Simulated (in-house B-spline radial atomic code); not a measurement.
A radial electron density 4πr²n(r) was computed for an atom or ion in its tabulated ground configuration with an all-electron radial atomic-structure program (B-spline basis); method: non-relativistic PBE0, spin-polarised, spherical fractional occupations, exact exchange averaged over the configuration. Columns: r (bohr), 4πr²n(r) (electrons per bohr), bar.

```
  0.0031   0.7534 #
 0.00369     1.04 ##
 0.00439    1.428 ##
 0.00523    1.953 ###
 0.00624    2.659 ####
 0.00743    3.577 ######
 0.00885    4.768 ########
  0.0105    6.243 ##########
  0.0126    8.199 #############
   0.015    10.46 #################
  0.0178    13.03 #####################
  0.0212    15.93 #########################
  0.0253    18.99 ##############################
  0.0301    21.83 ###################################
  0.0359    24.22 #######################################
  0.0428     25.7 #########################################
   0.051    25.98 ##########################################
  0.0607    25.01 ########################################
  0.0723    23.08 #####################################
  0.0862     20.9 #################################
   0.103    19.47 ###############################
   0.122    19.66 ###############################
   0.146    21.76 ###################################
   0.174    24.91 ########################################
   0.207    27.41 ############################################
   0.246    27.52 ############################################
   0.293    24.32 #######################################
    0.35    18.42 #############################
   0.416    12.33 ####################
   0.496    8.126 #############
   0.591    6.881 ###########
   0.704    7.508 ############
   0.839    7.959 #############
   0.999    6.921 ###########
    1.19    4.666 #######
    1.42    2.352 ####
    1.69   0.8793 #
    2.01    0.234 
     2.4  0.03986 
    2.86 0.004263 
     3.4 0.0002701
```

Q: Which atom or ion is it?
A. Ti5+
B. Sc6+
C. Ti6+
D. Ca6+

A: C. The area under the curve, ∫4πr²n dr = ∫r·4πr²n d(ln r) on this logarithmic grid, is 16 electrons, which only this option has. The configuration is [Ne] 3s2 3p4.
